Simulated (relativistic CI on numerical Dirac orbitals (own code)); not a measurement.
**Level scheme of Sb23+**

Calculated at this level of theory: Dirac-Coulomb-Breit CI, KLI orbitals optimised for each configuration, model QED, unscaled Slater integrals (own radial code, finite nucleus).

CI space (outside the closed core [Ne]): 3s²3p⁶3d¹⁰, 3s²3p⁶3d⁹4s, 3s²3p⁶3d⁹4p, 3s²3p⁶3d⁹4d, 3s²3p⁶3d⁹4f, 3s²3p⁵3d¹⁰4s, 3s²3p⁶3d⁸4s², 3s²3p⁶3d⁸4s4p, 3s²3p⁵3d¹⁰4p, 3s²3p⁶3d⁹5s, 3s²3p⁶3d⁸4p², 3s²3p⁶3d⁹5p, 3s²3p⁶3d⁸4s4d, 3s²3p⁵3d¹⁰4d, 3s²3p⁶3d⁹5d, 3s3p⁶3d¹⁰4s, 3s²3p⁶3d⁸4p4d, 3s²3p⁶3d⁹5f, 3s²3p⁵3d⁹4s², 3s²3p⁶3d⁹5g, 3s3p⁶3d¹⁰4p, 3s²3p⁶3d⁸4d², 3s²3p⁵3d¹⁰4f, 3s²3p⁵3d⁹4s4p, 3s²3p⁶3d⁹6s, 3s²3p⁶3d⁹6p, 3s²3p⁶3d⁹6d, 3s²3p⁵3d⁹4p², 3s²3p⁵3d⁹4s4d, 3s3p⁶3d¹⁰4d, 3s3p⁶3d⁹4s², 3s²3p⁵3d¹⁰5s, 3s²3p⁵3d⁹4p4d, 3s²3p⁵3d¹⁰5p, 3s3p⁶3d⁹4s4p, 3s²3p⁴3d¹⁰4s². Levels of other configurations are missing.

```csv
No.,Configuration,Term,J,E (eV),%,jj configuration (%)
41,3s²3p⁶3d⁹4f,¹D°,2,701.026,40,3d5/2^5 4f5/2 (72)
42,3s²3p⁶3d⁹4f,³D°,3,701.198,51,3d5/2^5 4f5/2 (62)
43,3s²3p⁶3d⁹4f,³F°,4,701.864,73,3d5/2^5 4f7/2 (62)
44,3s²3p⁶3d⁹4f,¹G°,4,702.257,50,3d5/2^5 4f5/2 (61)
45,3s²3p⁶3d⁹4f,³G°,5,702.670,78,3d5/2^5 4f7/2 (97)
46,3s²3p⁶3d⁹4f,¹F°,3,703.150,48,3d5/2^5 4f7/2 (60)
47,3s²3p⁶3d⁹4f,³D°,1,704.790,84,3d5/2^5 4f7/2 (49)
48,3s²3p⁶3d⁹4f,³P°,2,708.846,38,3d3/2^3 3d5/2^6 4f7/2 (84)
49,3s²3p⁶3d⁹4f,³H°,4,709.764,76,3d3/2^3 3d5/2^6 4f5/2 (94)
50,3s²3p⁶3d⁹4f,¹H°,5,710.584,41,3d3/2^3 3d5/2^6 4f7/2 (98)
51,3s²3p⁶3d⁹4f,³F°,2,711.039,63,3d3/2^3 3d5/2^6 4f5/2 (89)
52,3s²3p⁶3d⁹4f,³F°,3,711.910,41,3d3/2^3 3d5/2^6 4f7/2 (95)
53,3s²3p⁶3d⁹4f,³G°,4,712.688,45,3d3/2^3 3d5/2^6 4f7/2 (96)
54,3s²3p⁶3d⁹4f,³G°,3,712.983,55,3d3/2^3 3d5/2^6 4f5/2 (96)
55,3s²3p⁵3d¹⁰4s,³P°,2,715.108,98,3p3/2^3 4s (98)
56,3s²3p⁵3d¹⁰4s,¹P°,1,716.573,62,3p3/2^3 4s (95)
57,3s²3p⁶3d⁹4f,¹P°,1,724.573,89,3d3/2^3 3d5/2^6 4f5/2 (61)
58,3s²3p⁵3d¹⁰4p,³S,1,761.572,46,3p3/2^3 4p1/2 (95)
59,3s²3p⁵3d¹⁰4p,³D,2,762.833,51,3p3/2^3 4p1/2 (99)
60,3s²3p⁵3d¹⁰4s,³P°,0,763.499,99,3p1/2 3p3/2^4 4s (99)
61,3s²3p⁵3d¹⁰4s,³P°,1,764.624,63,3p1/2 3p3/2^4 4s (99)
62,3s²3p⁵3d¹⁰4p,³D,3,775.169,96,3p3/2^3 4p3/2 (96)
63,3s²3p⁵3d¹⁰4p,¹P,1,775.684,57,3p3/2^3 4p3/2 (95)
64,3s²3p⁵3d¹⁰4p,³P,2,778.374,68,3p3/2^3 4p3/2 (99)
65,3s²3p⁵3d¹⁰4p,³P,0,785.851,50,3p3/2^3 4p3/2 (95)
66,3s²3p⁶3d⁹5s,³D,3,788.157,97,3d5/2^5 5s (97)
67,3s²3p⁶3d⁹5s,¹D,2,788.268,56,3d5/2^5 5s (99)
68,3s²3p⁶3d⁹5s,³D,1,797.388,97,3d3/2^3 3d5/2^6 5s (97)
69,3s²3p⁶3d⁹5s,³D,2,797.877,56,3d3/2^3 3d5/2^6 5s (99)
70,3s²3p⁶3d⁹5p,³P°,2,809.598,62,3d5/2^5 5p1/2 (98)
```

Energies count from the lowest computed level; ° marks odd parity. Filled j subshells are mostly left out of the jj labels.

The mean weight of the leading LS term, summed over parents, in these 30 levels is 64 %, and that of the leading jj configuration (from the same eigenvectors) 88 %, so jj coupling describes them better and the LS labels are nominal.

At this charge energies of transitions that change n are usually good to better than 1 %, and those within a shell (Δn = 0) to a few per cent.

LS names give the leading component of a level, which can be under half, so a name can repeat, a term be missing and a line seem to break the LS rules.
